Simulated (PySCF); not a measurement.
C4H10O2Sb, charge +1, singlet, geometry from GFN2-xTB (all electrons, no relativity), with bond 13-11 at 1.25 times its length; HF/STO-3G (PySCF).

Here is a job for PySCF.
```python
from pyscf import gto, scf

mol = gto.M(
    atom='''
Sb   -0.20912211    0.73703085    0.26169453
O    -0.55186228   -1.13548900    0.30490070
C    -1.59799964   -1.82002368    0.97515898
C    -2.54219831   -0.92073203    1.74165235
H    -2.13528267   -2.38638621    0.20637872
H    -1.11297565   -2.53926026    1.64432980
H    -3.02499400   -0.21293550    1.06267013
H    -3.31265886   -1.51605063    2.22499360
H    -1.99670382   -0.36787948    2.51095594
O     1.28042581    0.50783529   -0.84218053
C     1.83676916   -0.68985362   -1.38727725
C     2.90420216   -0.29677141   -2.38943824
H     2.37288054   -1.43156342   -0.36724091
H     1.04608139   -1.28514828   -1.85799653
H     3.67585932    0.29753588   -1.90888203
H     3.35577078   -1.19453299   -2.80186001
H     2.47132434    0.28481946   -3.19809898
''',
    basis='sto-3g',
    charge=1,
    verbose=5,
)

mf = scf.RHF(mol)
mf.kernel()
mo_i, mo_e, stable_i, stable_e = mf.stability(internal=True, external=True, return_status=True, nroots=6, tol=1e-6)
print('internally stable:', stable_i, ' externally stable:', stable_e)
if not stable_e:
    umf = mf.to_uhf() if not hasattr(mf, 'xc') else mf.to_uks()
    umf.scf_summary = {}
    umf.kernel(umf.make_rdm1(mo_e, umf.mo_occ))
```

It wrote (shortened):

```
PySCF version 2.14.0

[INPUT] verbose = 5
[INPUT] max_memory = 4000
[INPUT] num. atoms = 17
[INPUT] num. electrons = 100
[INPUT] charge = 1
[INPUT] spin (= nelec alpha-beta = 2S) = 0
[INPUT] symmetry False subgroup None
[INPUT] Mole.unit = angstrom
[INPUT] Symbol           X                Y                Z      unit          X                Y                Z       unit  Magmom
[...]
[INPUT] ---------------- BASIS SET ----------------
[INPUT] l, kappa, [nprim/nctr], expnt,             c_1 c_2 ...
[INPUT] C
[...]
                                13.045096         0.53532814
                                3.5305122         0.44463454
[...]
                                0.6834831         0.39951283
                                0.2222899         0.70011547
[...]
                                0.6834831         0.60768372
                                0.2222899         0.39195739
[INPUT] H
[...]
                                0.62391373        0.53532814
                                0.1688554         0.44463454
[INPUT] Sb
[...]
                                1017.676657       0.5353281423
                                275.4230189       0.4446345422
[...]
                                114.3749494       0.3995128261
                                37.19828336       0.7001154689
[...]
                                19.07114112       0.2175436044
                                7.358239131       0.9166769611
[...]
                                2.383366187       0.0576109534
                                1.049163663       1.115578745
[...]
                                0.3515585034      -0.1972567438
                                0.1552895732      1.375495512
[...]
                                114.3749494       0.6076837186
                                37.19828336       0.3919573931
[...]
                                19.07114112       0.5777664691
                                7.358239131       0.4846460366
[...]
                                2.383366187       0.5852047641
                                1.049163663       0.543944204
[...]
                                0.3515585034      0.629032369
                                0.1552895732      0.6662832743
[...]
                                19.07114112       0.6555473627
                                7.358239131       0.286573259
[...]
                                2.383366187       0.6686785577
                                1.049163663       0.3052468245
[INPUT] O
[...]
                                23.808861         0.53532814
                                6.4436083         0.44463454
[...]
                                1.1695961         0.39951283
                                0.380389          0.70011547
[...]
                                1.1695961         0.60768372
                                0.380389          0.39195739

nuclear repulsion = 719.904324358762
number of shells = 39
number of NR pGTOs = 201
number of NR cGTOs = 67
basis = sto-3g
ecp = {}

******** <class 'pyscf.scf.hf.RHF'> ********
method = RHF
initial guess = minao
damping factor = 0
level_shift factor = 0
DIIS = <class 'pyscf.scf.diis.CDIIS'>
diis_start_cycle = 1
diis_space = 8
diis_damp = 0
SCF conv_tol = 1e-09
SCF conv_tol_grad = None
SCF max_cycles = 50
direct_scf = True
direct_scf_tol = 1e-13
Set gradient conv threshold to 3.16228e-05
Initial guess from minao.
E1 = -10399.850240258238  E2 = 3143.2045526982424  Ecoul = 3346.077289839113  Exc = -202.8727371408704
init E= -6536.74136320123
cond(S) = 11.674078934975839
  mo_energy =
[-1.07552212e+03 -1.62688236e+02 -1.54345601e+02 -1.54345572e+02
 -1.54345556e+02 -3.27312911e+01 -2.96887841e+01 -2.96886842e+01
 -2.96884963e+01 -2.10315352e+01 -2.10314821e+01 -2.10314795e+01
 -2.10314593e+01 -2.10313361e+01 -2.08863506e+01 -2.08727370e+01
 -1.12698616e+01 -1.12671559e+01 -1.12608525e+01 -1.12401282e+01
 -6.15876835e+00 -4.86289124e+00 -4.86169549e+00 -4.85580845e+00
[...]
converged SCF energy = -6554.30158303956
<class 'pyscf.scf.hf.RHF'> wavefunction is stable in the internal stability analysis
[...]
davidson 20 18  |r|= 0.00189  e= [0.10118232 0.14510148 0.17905537 0.22285099 0.23274463 0.27102565]  max|de|= -1.09e-06  lindep= 0.753
[...]
converged 21 19  |r|= 0.000984  e= [0.10118232 0.14510148 0.17905537 0.22285099 0.23274463 0.27102515]  max|de|= -5e-07
rhf_real2complex: lowest eigs of H = [0.10118232 0.14510148 0.17905537 0.22285099 0.23274463 0.27102515]
<class 'pyscf.scf.hf.RHF'> wavefunction is stable in the real -> complex stability analysis
davidson 0 1  |r|= 1.13  e= [0.91363454]  max|de|= 0.914  lindep= 0.979
Old state -> New state
    0     ->     1
davidson 1 2  |r|= 1.12  e= [0.70226416 0.91686315]  max|de|= 0.702  lindep= 0.996
Old state -> New state
    1     ->     0
    0     ->     1
    0     ->     2
    1     ->     3
davidson 2 4  |r|= 1.11  e= [0.4073153  0.4574857  0.70821934 0.92038617]  max|de|= 0.457  lindep= 0.995
Old state -> New state
    1     ->     0
    3     ->     1
    0     ->     2
    0     ->     4
    1     ->     5
davidson 3 8  |r|= 0.198  e= [0.08513171 0.12286873 0.17238698 0.19040187 0.43021615 0.47500671]  max|de|= 0.19  lindep= 0.944
davidson 4 14  |r|= 0.286  e= [0.01989689 0.04853496 0.09930812 0.12707423 0.25626574 0.30595738]  max|de|= 0.306  lindep= 0.951
davidson 5 20  |r|= 0.206  e= [0.01639818 0.04049714 0.07630183 0.1161008  0.2004482  0.25366304]  max|de|= -0.0558  lindep= 0.871
davidson 6 26  |r|= 0.132  e= [0.01573481 0.0397625  0.0726347  0.11291639 0.17946088 0.19443619]  max|de|= 0.194  lindep= 0.962
Old state -> New state
    5     ->     4
    4     ->     5
davidson 7 32  |r|= 0.0912  e= [0.01568584 0.03965013 0.07132423 0.112317   0.14970755 0.17385189]  max|de|= -0.0447  lindep= 0.961
davidson 8 6  |r|= 0.0912  e= [0.01568584 0.03965013 0.07132423 0.112317   0.14970755 0.17385189]  max|de|= -4.68e-16  lindep= 0.991
davidson 9 12  |r|= 0.0594  e= [0.01568178 0.03964073 0.07111357 0.11222437 0.14147664 0.16533421]  max|de|= -0.00852  lindep= 0.948
[...]
davidson 10 18  |r|= 0.0381  e= [0.01568115 0.03963888 0.07107247 0.11218628 0.13855306 0.16130681]  max|de|= -0.00403  lindep= 0.932
[...]
davidson 11 23  |r|= 0.0529  e= [0.0156811  0.03963854 0.07106385 0.11217309 0.1372219  0.15848155]  max|de|= -0.00283  lindep= 0.928
davidson 12 27  |r|= 0.0565  e= [0.01568109 0.03963848 0.07106161 0.11216545 0.13603771 0.15491482]  max|de|= -0.00357  lindep= 0.884
[...]
davidson 13 6  |r|= 0.0565  e= [0.01568109 0.03963848 0.07106161 0.11216545 0.13603771 0.15491482]  max|de|= 1.25e-15  lindep= 0.996
davidson 14 9  |r|= 0.0358  e= [0.01568109 0.03963847 0.07106136 0.11216384 0.13570766 0.15383269]  max|de|= -0.00108  lindep= 0.828
[...]
davidson 15 12  |r|= 0.0226  e= [0.01568109 0.03963847 0.07106129 0.11216328 0.13557956 0.15341063]  max|de|= -0.000422  lindep= 0.737
davidson 16 14  |r|= 0.0134  e= [0.01568109 0.03963847 0.07106128 0.11216312 0.13552937 0.15320937]  max|de|= -0.000201  lindep= 0.731
davidson 17 16  |r|= 0.00862  e= [0.01568109 0.03963847 0.07106128 0.11216306 0.13550766 0.15309085]  max|de|= -0.000119  lindep= 0.821
davidson 18 18  |r|= 0.0119  e= [0.01568109 0.03963847 0.07106128 0.11216305 0.13549595 0.15299605]  max|de|= -9.48e-05  lindep= 0.84
davidson 19 20  |r|= 0.00744  e= [0.01568109 0.03963847 0.07106128 0.11216305 0.13549166 0.15294229]  max|de|= -5.38e-05  lindep= 0.87
[...]
davidson 20 22  |r|= 0.00342  e= [0.01568109 0.03963847 0.07106128 0.11216305 0.13549102 0.15293155]  max|de|= -1.07e-05  lindep= 0.798
davidson 21 23  |r|= 0.00174  e= [0.01568109 0.03963847 0.07106128 0.11216305 0.13549089 0.15292881]  max|de|= -2.74e-06  lindep= 0.812
[...]
converged 22 24  |r|= 0.000929  e= [0.01568109 0.03963847 0.07106128 0.11216305 0.13549086 0.15292816]  max|de|= -6.45e-07
rhf_external: lowest eigs of H = [0.01568109 0.03963847 0.07106128 0.11216305 0.13549086 0.15292816]
<class 'pyscf.scf.hf.RHF'> wavefunction is stable in the RHF/RKS -> UHF/UKS stability analysis
internally stable: True  externally stable: True
```
